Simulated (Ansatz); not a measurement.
Consider the cleavage of the In–As bond: `[AsH2][InH2]` + CH₃OH → `C[O][InH2]` + arsine.

Gas-phase electronic energies from Ansatz, PBE0-D4/def2-TZVP geometries. CBS: MP2 limit from def2 TZ/QZ plus the TZ coupled-cluster correction, frozen cores. This one scheme is used for every species. Functionals use def2-TZVPP. B3LYP here is the variant with VWN-RPA as its local correlation; programs differ in this. HSE06 is defined as in plane-wave codes. def2 core potentials past Kr. For As, In outer-core shells are correlated without core-valence functions, which leaves a few kJ/mol of doubt a bond. Scalar relativity is left out up to krypton.

`[AsH2][InH2]`:

Z-matrix (Å, degrees):
```
As
In 1 2.591
H 1 1.522 2 91.9
H 1 1.522 2 91.9 3 93.1
H 2 1.726 1 119.1 3 45.7
H 2 1.726 1 119.1 3 -138.0
```

CH₃OH:

Z-matrix (Å, degrees):
```
C
O 1 1.409
H 1 1.097 2 112.4
H 1 1.090 2 107.0 3 -118.5
H 1 1.097 2 112.4 3 123.0
H 2 0.959 1 108.5 3 -61.6
```

`C[O][InH2]`:

```xyz
8

C     0.181    0.861    0.941
O     0.331    0.621   -0.428
In   -0.201   -1.075   -1.316
H     1.154    1.083    1.398
H    -0.256    0.016    1.494
H    -0.467    1.732    1.108
H    -0.861   -2.204   -0.209
H     0.118   -1.034   -2.988
```

`[AsH3]`:

Z-matrix (Å, degrees):
```
As
H 1 1.522
H 1 1.522 2 92.0
H 1 1.522 2 92.0 3 -92.1
```

```csv
level,ΔE (kJ/mol),difference from CCSD(T)/CBS
LDA (SPW92),38.0,1.1
PBE-D4,38.3,1.4
revPBE-D4,35.1,-1.8
BLYP-D4,27.0,-9.9
r2SCAN-D4,35.2,-1.7
B97M-V,24.9,-12.0
PBE0-D4,47.5,10.6
B3LYP-D4,35.7,-1.2
r2SCANh-D4,39.5,2.6
r2SCAN0-D4,45.2,8.3
HSE06-D4,48.1,11.2
BHLYP-D4,43.4,6.5
CAM-B3LYP-D4,31.7,-5.2
ωB97X-V,34.1,-2.8
ωB97M-V,38.9,2.0
PBE-QIDH,46.3,9.4
PBE,38.7,1.8
revPBE,39.2,2.3
BLYP,28.6,-8.3
r2SCAN,35.4,-1.5
r2SCANh,39.7,2.8
r2SCAN0,45.4,8.5
HSE06,48.3,11.4
BHLYP,41.9,5.0
CAM-B3LYP,31.9,-5.0
LC-ωPBE,37.1,0.2
RPA@PBE/def2-TZVPP,28.3,-8.6
HF/def2-SVP,44.0,7.1
MP2/def2-SVP,30.2,-6.7
CCSD/def2-SVP,31.3,-5.6
CCSD(T)/def2-SVP,29.1,-7.8
HF/def2-TZVPP,44.9,8.0
MP2/def2-TZVPP,39.3,2.4
SCS-MP2/def2-TZVPP,34.5,-2.4
CCSD/def2-TZVPP,37.9,1.0
CCSD(T)/def2-TZVPP,35.6,-1.3
MP2/def2-QZVPP,39.5,2.6
SCS-MP2/def2-QZVPP,34.5,-2.4
HF/CBS(def2),42.9,6.0
CCSD/CBS(def2),39.2,2.3
CCSD(T)/CBS,36.9,0
```

Largest T1 diagnostic among the species: 0.017.

In def2-TZVPP, CCSD(T) changes the Hartree–Fock value by −9.3 kJ/mol (the triples alone add −2.4 kJ/mol) and MP2 by −5.6 kJ/mol. From r2SCAN to r2SCAN0 (25 % exact exchange), in def2-TZVPP and without D4, ΔE moves by +10.0 kJ/mol. At CCSD(T), def2-SVP lies −7.8 kJ/mol from the extrapolated value and def2-TZVPP −1.3 kJ/mol.
